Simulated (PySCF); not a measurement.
Task: Write Cartesian coordinates for `C#Cc1cccc(C(=O)OC)c1` as optimised with PBE0-D3(BJ)/def2-SVP.

Result: 
```xyz
20
C10H8O2 angstrom
C      3.6822    0.4837   -2.2263
C      2.8719    0.3827   -1.3293
C      1.9176    0.2660   -0.2717
C      2.3236    0.3435    1.0720
C      1.3900    0.2357    2.0984
C      0.0429    0.0516    1.8038
C     -0.3723   -0.0303    0.4707
C     -1.8237   -0.2301    0.2072
O     -2.6683   -0.2808    1.0654
O     -2.0960   -0.3474   -1.0963
C     -3.4582   -0.5472   -1.4260
C      0.5590    0.0742   -0.5626
H      4.3986    0.5756   -3.0217
H      3.3814    0.4904    1.2984
H      1.7184    0.2968    3.1382
H     -0.7105   -0.0349    2.5892
H     -3.8125   -1.5171   -1.0454
H     -4.0872    0.2436   -0.9922
H     -3.5173   -0.5271   -2.5203
H      0.2275    0.0096   -1.5990
```

Orientation and origin are arbitrary. Atoms count from 1 in this order. The 9 C–C bonds span 1.213 Å (C1≡C2, drawn triple) to 1.489 Å (C7–C8, drawn single), a spread of 0.276 Å. The 6-membered ring C3–C4–C5–C6–C7–C12 has internal angles of 119.0° to 120.5° (sum 720°, against 720° for a flat polygon); it is planar, 0.00 Å rms from its mean plane, widest ring torsion 0°. The C–O distances run from 1.205 Å (C8=O9, drawn double) to 1.416 Å (O10–C11, drawn single), a spread of 0.211 Å. Of the pairs four or more bonds apart, O10···H20 is among the closest relative to their van der Waals radii: 2.40 Å, 88 % of the sum of Bondi's values.

Bonds between heavy atoms (Å): C1≡C2 1.213, C2–C3 1.429, C3–C4 1.406, C4–C5 1.392, C5–C6 1.391, C6–C7 1.399, C7–C8 1.489, C8=O9 1.205, C8–O10 1.337, O10–C11 1.416, C7–C12 1.395, C3–C12 1.403.

Theory: PBE0-D3(BJ)/def2-SVP geometry optimisation, gas phase in PySCF.

Point group: near Cs, missed by 0.15 Å at most; the miss may be what the optimiser left on a soft mode. No PBE0-D3(BJ)/def2-SVP frequencies stand behind this structure, so it isn't proved a minimum. The numbers are those of one conformer (C6–C7–C8–O9 3°, C7–C8–O10–C11 180°).

Cost: about 8 min of CPU time on one thread; the machine was shared, so the figure is rough. These figures are those of the optimisation.
